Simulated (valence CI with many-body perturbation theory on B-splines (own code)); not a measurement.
Values are calculated unless marked as measured or tabulated.
## Basis-set convergence for Eu XXIV

Method: valence CI with perturbative core correlation (CI+MBPT): four valence electrons over a frozen Dirac-Fock core [Kr], a basis of 7 s, 7 p, 8 d, 6 f, 4 g, 1 h functions for each j, with the one-electron correlation potential Σ1, the two-electron term Σ2, the three-electron term Σ3, Breit, model QED; selected CI, second order for the rest, scaled by the run's own slope (own B-spline code, finite nucleus).

No measured spectrum was set against this ion. As an estimate, terms of the open shell hold to 2 to 4 % of their energy, and close levels can change places. Only levels of the ground parity were solved; by the run's estimate the other parity begins above the list, which can be wrong where configurations are misplaced.

The reference run has the lowest level (4d3/2^4) J=0 and an ionisation energy of 756.412 eV. Its largest variational space holds 19891 state functions.

Levels are named by their leading jj configuration (3d3/2^4 stands for four electrons in 3d with j = 3/2), which in mixed levels can hold well under half, so a name can repeat and another be missing. Letters in brackets count levels of one name in rising energy.

Changed runs:
A. basis 6 s, 6 p, 5 d, 5 f, 1 g
B. basis 5 s, 5 p, 4 d, 4 f

Excitation energies of the reference run in cm⁻¹, and shifts in cm⁻¹:

```csv
Level,Reference,A,B
(4d3/2^3 4d5/2) J=1,35776,-191,-426
(4d3/2^3 4d5/2) J=2,56788,-213,-372
(4d3/2^3 4d5/2) J=4,65405,+3.4,+241
(4d3/2^3 4d5/2) J=3,67351,-146,-130
(4d3/2^2 4d5/2^2) J=0 [a],96317,-65,-115
(4d3/2^2 4d5/2^2) J=4 [a],100993,-133,-70
(4d3/2^2 4d5/2^2) J=3 [a],107960,-60,+321
(4d3/2^2 4d5/2^2) J=2 [a],108410,+49,+657
(4d3/2^2 4d5/2^2) J=5,117337,-21,+432
(4d3/2^2 4d5/2^2) J=1,121795,+15,+508
(4d3/2^2 4d5/2^2) J=6,125002,+36,+605
(4d3/2^2 4d5/2^2) J=4 [b],133872,+72,+690
Ionisation energy (eV),756.412,-0.062,-0.140
```
